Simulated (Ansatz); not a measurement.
Geometry optimisation, Ansatz 0.2.0, UKS B3LYP-D4/6-31G*.

Input:

```yaml
crystal:
  periodic: [false, false, false]
  atoms:
    - { symbol: B, position_ang: [-0.416544, -0.714081, -0.107071] }
    - { symbol: F, position_ang: [0.249707, 1.420845, -1.642447] }
    - { symbol: Cl, position_ang: [0.403592, -1.94147, -1.074266] }
    - { symbol: Cl, position_ang: [-2.13634, -0.377619, -0.316781] }
    - { symbol: H, position_ang: [0.504526, 1.500228, -0.763296] }
    - { symbol: "N", position_ang: [0.32536, -0.026489, 0.967038] }
    - { symbol: H, position_ang: [-0.170129, 0.495565, 1.682703] }
    - { symbol: H, position_ang: [1.239828, -0.35688, 1.25422] }
magnetization:
  spin_polarized: true
basis:
  gaussian: { orbitals: "6-31G*" }
hamiltonian:
  xc: b3lyp
  dispersion: d4
relax:
  f_tol: 0.03
  max_steps: 50
output:
  orbitals: {}
```

Run as:

```bash
$ ansatz run input.yaml --threads 2 --pin off --max-ram 3072MiB --backend cpu --events-out ev --progress --plain --runs-dir out
```

Problem. Where does it end, and by what steps?

Solution. It converged. After 8 steps the energy has fallen by 0.150 eV; F2 moved furthest, 0.30 Å.

```json
{"step": "0", "energy less start (eV)": "0.0000", "largest force component (eV/Å)": "1.708", "accepted": "yes"}
{"step": "1", "energy less start (eV)": "-0.1006", "largest force component (eV/Å)": "0.900", "accepted": "yes"}
{"step": "2", "energy less start (eV)": "-0.0552", "largest force component (eV/Å)": "1.862", "accepted": "no"}
{"step": "3", "energy less start (eV)": "-0.1314", "largest force component (eV/Å)": "0.383", "accepted": "yes"}
{"step": "4", "energy less start (eV)": "-0.1390", "largest force component (eV/Å)": "0.833", "accepted": "yes"}
{"step": "5", "energy less start (eV)": "-0.1488", "largest force component (eV/Å)": "0.105", "accepted": "yes"}
{"step": "6", "energy less start (eV)": "-0.1491", "largest force component (eV/Å)": "0.065", "accepted": "yes"}
{"step": "7", "energy less start (eV)": "-0.1497", "largest force component (eV/Å)": "0.031", "accepted": "yes"}
{"step": "8", "energy less start (eV)": "-0.1497", "largest force component (eV/Å)": "0.009", "accepted": "yes"}
```

```xyz
8
Properties=species:S:1:pos:R:3
B -0.458 -0.763 -0.076
F 0.430 1.607 -1.498
Cl 0.370 -1.983 -1.046
Cl -2.201 -0.523 -0.217
H 0.537 1.293 -0.614
N 0.281 0.019 0.836
H -0.190 0.579 1.537
H 1.233 -0.229 1.078
```

Whether the end is a true minimum wasn't checked by a vibrational analysis.

Time of the run: 19 s on 2 threads of Intel(R) Xeon(R) 6975P-C (Granite Rapids), with other jobs on the host, peak memory 0.28 GiB.
